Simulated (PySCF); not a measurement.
**19F chemical shifts**

PySCF 2.14.0 with density-fitted response routines calculation with PBE0/pcSseg-1 with gauge-including orbitals and GFN2-xTB structure; gas phase, single conformer, relativity neglected, fast rotation and ring inversion assumed for equivalent nuclei.

Shieldings were converted by a linear fit to measured shifts: 19F: δ = 146.13 − 0.903σ +14.6 on sp3 carbon (rms 6.0 ppm, 223 shifts, 7.0 ppm with the 5 outliers that the fit left out vs CFCl3, solution or neat liquid). A few per cent of atoms miss by over 2 rms, more outside the fitted compound classes.

Task: Give the 19F shifts of `F[C@@H]1C=C(C(F)(F)F)SC1`, `F[C@@H]1C=C(C(F)(F)F)SC1`, `FC1(F)OCO[C@@](F)(C(F)(F)F)O1`.

Result: 
| compound | environment | δ (ppm) |
| --- | --- | --- |
| [F:1][C@@H:2]1[CH:3]=[C:4]([C:5]([F:6])([F:7])[F:8])[S:9][CH2:10]1 | F6/7/8: fluorine of a CF3 group (×3) | -63.3 |
| [F:1][C@@H:2]1[CH:3]=[C:4]([C:5]([F:6])([F:7])[F:8])[S:9][CH2:10]1 | F1: fluorine on an sp3 carbon | -147.6 |
| [F:1][C@@H:2]1[CH:3]=[C:4]([C:5]([F:6])([F:7])[F:8])[S:9][CH2:10]1 | F6/7/8: fluorine of a CF3 group (×3) | -63.3 |
| [F:1][C@@H:2]1[CH:3]=[C:4]([C:5]([F:6])([F:7])[F:8])[S:9][CH2:10]1 | F1: fluorine on an sp3 carbon | -147.6 |
| [F:1][C:2]1([F:3])[O:4][CH2:5][O:6][C@@:7]([F:8])([C:9]([F:10])([F:11])[F:12])[O:13]1 | F1: fluorine of a CF2 group | -54.7 |
| [F:1][C:2]1([F:3])[O:4][CH2:5][O:6][C@@:7]([F:8])([C:9]([F:10])([F:11])[F:12])[O:13]1 | F3: fluorine of a CF2 group | -60.9 |
| [F:1][C:2]1([F:3])[O:4][CH2:5][O:6][C@@:7]([F:8])([C:9]([F:10])([F:11])[F:12])[O:13]1 | F10/11/12: fluorine of a CF3 group (×3) | -84.3 |
| [F:1][C:2]1([F:3])[O:4][CH2:5][O:6][C@@:7]([F:8])([C:9]([F:10])([F:11])[F:12])[O:13]1 | F8: fluorine on an sp3 carbon | -92.0 |

Task: Order these by 19F shift, lowest first.
A. CC#C/C=C(/CCF)[SiH2]O
B. C#CC[C@](F)([SiH2]C)C(C)=O
C. CC#C/C=C(\C)O[SiH2]CF
D. CC(=O)/C=C\F

Result: C (-279.5 ppm, fluorine on an sp3 carbon), A (-215.2 ppm, fluorine on an sp3 carbon), B (-175.7 ppm, fluorine on an sp3 carbon), D (-93.7 ppm, vinylic fluorine).
